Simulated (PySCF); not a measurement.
PySCF 2.14 output of an unrestricted LDA calculation on a single atom or ion in aug-cc-pVTZ-PP with ECP60MDF (6s6p5d3f2g, 88 functions), with a scalar-relativistic core potential:

```
SCF conv_tol = 1e-09
number electrons alpha = 10  beta = 5
    P. A. M. Dirac.,  Math. Proc. Cambridge Philos. Soc. 26, 376 (1930)
    F. Bloch.,  Z. Phys. 57, 545 (1929)
    S. H. Vosko, L. Wilk, and M. Nusair.,  Can. J. Phys. 58, 1200 (1980)
cycle= 1 E= -90.2955049496514  delta_E= -0.00974  |g|= 0.0561  |ddm|= 0.149
cycle= 2 E= -90.2957090407291  delta_E= -0.000204  |g|= 0.0533  |ddm|= 0.0692
cycle= 3 E= -90.2967436236729  delta_E= -0.00103  |g|= 0.00186  |ddm|= 0.0332
cycle= 4 E= -90.2967444772021  delta_E= -8.54e-07  |g|= 0.00011  |ddm|= 0.00112
cycle= 5 E= -90.2967444829574  delta_E= -5.76e-09  |g|= 1.94e-05  |ddm|= 0.000122
cycle= 6 E= -90.2967444831405  delta_E= -1.83e-10  |g|= 2.75e-07  |ddm|= 1.67e-05
converged SCF energy = -90.2967444831405  <S^2> = 8.7507586  2S+1 = 6.0002528
```

The run itself started from symmetry-adapted Hartree-Fock orbitals and held the occupation by maximum overlap, on a logarithmic radial grid, so the iterations belong to that start.

Question: Which element, charge and spin multiplicity is this?

Answer: Os⁺ (osmium, charge +1), multiplicity 6; the state was [Xe] 4f14 5d6 6s1, high-spin 6D determinant.

Energies and moments cover only the electrons outside the core potential. Spin-orbit coupling, absent here, splits the open shell strongly.
